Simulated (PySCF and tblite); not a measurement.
The numbers below are computed, except where a source is named.
Stationary points of C5H7F2S (charge -1) at GFN2-xTB, in Å:

Structure A

```
 1 F    -1.343   -1.698   -0.041
 2 C    -1.625   -0.359   -0.264
 3 F    -2.028   -0.338   -1.562
 4 C    -0.460    0.570    0.010
 5 S    -1.130    2.224    0.165
 6 C     0.428    0.068    1.179
 7 C     1.482   -0.395    0.167
 8 C     0.732    0.339   -0.952
 9 H    -2.493   -0.110    0.363
10 H     0.755    0.904    1.795
11 H    -0.008   -0.704    1.815
12 H     1.484   -1.477    0.031
13 H     2.502   -0.058    0.357
14 H     1.191    1.283   -1.239
15 H     0.507   -0.241   -1.847
```

Structure B

```
 1 F    -1.784   -1.444    0.596
 2 C    -1.647   -0.381   -0.260
 3 F    -1.563   -0.980   -1.492
 4 C    -0.474    0.546    0.070
 5 S    -1.152    2.181    0.358
 6 C     0.481   -0.012    1.160
 7 C     1.490   -0.393    0.073
 8 C     0.705    0.451   -0.936
 9 H    -2.595    0.173   -0.238
10 H     0.827    0.800    1.797
11 H     0.098   -0.820    1.782
12 H     1.462   -1.458   -0.165
13 H     2.525   -0.096    0.249
14 H     1.136    1.438   -1.093
15 H     0.492   -0.006   -1.901
```

Level: PBE0/pcSseg-1 + D3(BJ) on GFN2-xTB stationary points, with GFN2-xTB thermal terms.

Problem. Which structure is a saddle point, and along which motion?

Solution. B: one imaginary mode (57i cm⁻¹ at GFN2-xTB, mostly on F3, F1), along the rotation about the C2–C4 bond (torsion F1–C2–C4–S5 from -163° to -80°, rising).

Problem. Give their symmetry and energies above the lowest.

Solution. A C1, 0.0 kcal/mol; B Cs, 3.8 kcal/mol.

The ion is treated without a counter-ion.
